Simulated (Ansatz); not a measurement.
## Ansatz (development build ahead of 0.2.0) run

```yaml
crystal:
  periodic: [false, false, false]
  atoms:
    - { symbol: H, position_ang: [0.0, 0.0, -1.49316] }
    - { symbol: Br, position_ang: [0.0, 0.0, 0.04266] }
basis:
  gaussian: { orbitals: cc-pVDZ }
hamiltonian:
  xc: hf
correlation:
  method: mp2
  frozen_orbitals: { Br: 9, H: 0 }
```

The input is written out in the form of the current development build from the run's settings.

Output:

```json
{
  "Converged": "yes",
  "Reference energy": "-2572.96357 hartree",
  "Correlation energy": "-0.13987 hartree",
  "Total energy": "-2573.10344 hartree",
  "Spin squared of the determinant": "0.000"
}
```
